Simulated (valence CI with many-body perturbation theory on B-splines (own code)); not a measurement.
**A CI+MBPT run for Cs XLIII**

Computed by configuration interaction combined with many-body perturbation theory (CI+MBPT): three valence electrons over a frozen Dirac-Fock core [Ne], radial functions for each j: 6 s, 6 p, 5 d, 3 f, 1 g, with the one-electron correlation potential Σ1 (screened to all orders), the two-electron term Σ2, the three-electron term Σ3, Breit, model QED; selected single and double excitations, second order for the rest, scaled by the run's own slope (own B-spline code, finite nucleus).

Command, and the settings that its task file holds:

```sh
python run_cv.py task.json out
```

```
atom Cs  Z=55  mass_number=133  rms_radius_fm=4.8041
core [Ne]
valence 3s2 3p1
avg = 1
basis = S
breit = 1
cap = 20000
capref = 1200
cscale = 1
de = 0.0
dress = 0
eps = 2e-08
extrap = 1
h = 0.27
hh = 1
l2 = 3
lcore = 6
maxit = 60
n2 = 5
natural = 1
nlev = 30
nno = [3, 3, 3, 2, 1]
nroot = 26
nsp = [3, 3, 2, 1, 0]
pt2 = 1
qed = 1
rpa = 1
s1 = 1
s2 = 1
s3 = 1
screen = 1
tol = 2e-05
whole = 1
```

It took 6.5 s on 1 thread of Intel(R) Xeon(R) 6975P-C (Granite Rapids), on a shared host.

Log. The first blocks belong to the next ion, which gives the ionisation energy. Fields: 2J, parity (1 odd), roots, reference size, generating configurations, candidates as configurations/state functions, variational space P, stored matrix elements, Davidson steps; e2 is the range of second-order energies in hartree. The first line gives the box (bohr), its intervals, the orbitals and the steps of their self-consistent field. Window is the range of levels sought, series limit the energy at which the first omitted orbital would enter, core excitation an estimate of the first excitation out of the core, left out the lowest levels not solved, and shifts from estimates the range by which levels moved from their first estimate, all in cm⁻¹.

```
rmax 2.0 intervals 56 orbitals 36 references ['3s2 3p', '3s 3p2', '3s2 3d', '3p3', '3s 3p 3d'] scf 3 t 0.5
2J=0 par=0 roots 2 ref 15 generators 4 cand 92/92 P 107/107 nnz 0 it 0
   second order: generators 7 cand 0/0 e2 -0.00000 -0.00000
reference levels 506, estimated 75, window 3603854 1/cm; series limit 17310376, core excitation 35574219
2J=1 par=1 roots 6 ref 41 generators 10 cand 72/121 P 1073/1598 nnz 0 it 4
2J=1 par=1 roots 6 ref 41 generators 11 cand 44/70 P 1117/1668 nnz 0 it 4
   second order: generators 16 cand 408/614 e2 -0.00000 -0.00000
2J=3 par=1 roots 10 ref 67 generators 14 cand 87/226 P 1258/2607 nnz 1.1e+06 it 3
2J=3 par=1 roots 10 ref 67 generators 14 cand 63/143 P 1321/2750 nnz 1.2e+06 it 4
   second order: generators 20 cand 705/1549 e2 -0.00000 -0.00000
2J=1 par=0 roots 4 ref 47 generators 9 cand 10/10 P 1092/1633 nnz 0 it 3
2J=1 par=0 roots 4 ref 47 generators 10 cand 5/6 P 1097/1639 nnz 0 it 3
   second order: generators 12 cand 277/411 e2 -0.00000 -0.00000
2J=3 par=0 roots 6 ref 73 generators 12 cand 46/96 P 1290/2668 nnz 1.2e+06 it 3
2J=3 par=0 roots 6 ref 73 generators 14 cand 14/18 P 1304/2686 nnz 1.2e+06 it 4
   second order: generators 18 cand 312/733 e2 -0.00000 -0.00000
2J=5 par=0 roots 4 ref 71 generators 9 cand 103/235 P 1272/2800 nnz 1.3e+06 it 3
2J=5 par=0 roots 4 ref 71 generators 12 cand 38/104 P 1310/2904 nnz 1.4e+06 it 3
   second order: generators 16 cand 321/880 e2 -0.00000 -0.00000
2J=5 par=1 roots 8 ref 63 generators 9 cand 87/259 P 1227/2769 nnz 1.3e+06 it 3
2J=5 par=1 roots 8 ref 63 generators 11 cand 52/145 P 1279/2914 nnz 1.4e+06 it 3
   second order: generators 16 cand 577/1504 e2 -0.00000 -0.00000
2J=7 par=1 roots 4 ref 44 generators 6 cand 105/293 P 1049/2283 nnz 0 it 3
2J=7 par=1 roots 4 ref 44 generators 8 cand 29/77 P 1078/2360 nnz 0 it 4
   second order: generators 12 cand 607/1654 e2 -0.00000 -0.00000
2J=9 par=1 roots 1 ref 21 generators 1 cand 151/344 P 659/1299 nnz 0 it 0
2J=9 par=1 roots 1 ref 21 generators 2 cand 80/173 P 739/1472 nnz 0 it 4
   second order: generators 4 cand 175/385 e2 -0.00000 -0.00000
left out: unestimated 5247637, estimated 4127987, shifts from estimates -1 to 1
operators 0.4
```

The Davidson iterations converged.

No measured spectrum was set against this ion. As an estimate, large intervals hold to a few tenths of a per cent, small ones and those within an open d or f shell to about a per cent.

| Item | Value |
| --- | --- |
| Valence energy | -371.0756 hartree |
| Ionisation energy | 3215 eV (NIST: 3214 ± 4 eV (theoretical)) |
| Reference configurations for the orbitals | 3s2 3p, 3s 3p2, 3s2 3d, 3p3, 3s 3p 3d |
| Radial orbitals | 36 |
| Box radius | 1.96 bohr |
| Largest variational space | 2914 |
| Lowest levels | (3s^2 3p1/2) J=1/2 0, (3s^2 3p3/2) J=3/2 725600, (3s 3p1/2^2) J=1/2 841960, (3s 3p1/2 3p3/2) J=3/2 [a] 1421500, (3s 3p1/2 3p3/2) J=5/2 1514400, (3s 3p1/2 3p3/2) J=3/2 [b] 1641600, (3s 3p1/2 3p3/2) J=1/2 1707200, (3s^2 3d3/2) J=3/2 2007500, (3s^2 3d5/2) J=5/2 2077700, (3s 3p3/2^2) J=5/2 2288800, (3s 3p3/2^2) J=1/2 2437000, (3s 3p3/2^2) J=3/2 2477100, (3p1/2^2 3p3/2) J=3/2 2497500, (3s 3p1/2 3d3/2) J=3/2 [a] 2610200 cm⁻¹ |

Levels are named by their leading jj configuration (3d3/2^4 stands for four electrons in 3d with j = 3/2), which in mixed levels can hold well under half, so a name can repeat and another be missing. Letters in brackets count levels of one name in rising energy.
